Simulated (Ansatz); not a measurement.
All numbers were calculated with Ansatz.

Basis-set series for `C1CC2CCC1CC2`. The species carries charge 0 and has multiplicity 1. Geometry: relaxed with PBE0-D4/def2-TZVP.

```
functional       basis  functions  energy (Eh)  HOMO (eV)  LUMO (eV)
   PBE0-D4    def2-SVP        182   -312.71309      -7.90       1.35
   PBE0-D4  def2-QZVPP        876   -313.05647      -7.87       0.50
   ωB97M-V    def2-SVP        182   -312.89409     -10.19       2.97
   ωB97M-V  def2-QZVPP        876   -313.25641     -10.15       1.65
```

(1) Give the rows for def2-TZVPP. (Estimate.)

Answers

(1) The calculation gave: 
```
functional       basis  functions  energy (Eh)  HOMO (eV)  LUMO (eV)
   PBE0-D4  def2-TZVPP        444   -313.03957      -7.87       0.84
   ωB97M-V  def2-TZVPP        444   -313.24001     -10.14       2.25
```

Positive LUMOs are unbound and depend on the basis.
